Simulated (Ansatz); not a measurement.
Species: C$_{2}$H$_{6}$OSi, SMILES `CC(=O)[SiH3]` (charge 0, multiplicity 1).

Problem. Give a relaxed geometry from B3LYP-D3(BJ)/def2-TZVP (Ansatz, a program for electronic structure).

Solution. the end point of this relaxation (outside a Z-matrix the atoms follow the SMILES, hydrogens last).
Z-matrix (Å, degrees):
```
C
O 1 1.2123
C 1 1.5102 2 121.90
H 3 1.0896 1 110.54 2 -2.94
H 3 1.0939 4 109.98 1 -121.12
H 3 1.0941 4 110.11 5 -117.24
Si 1 1.9399 2 118.73 3 -178.44
H 7 1.4761 1 108.66 2 -25.38
H 7 1.4825 8 110.47 1 -117.76
H 7 1.4834 8 110.76 9 -120.19
```
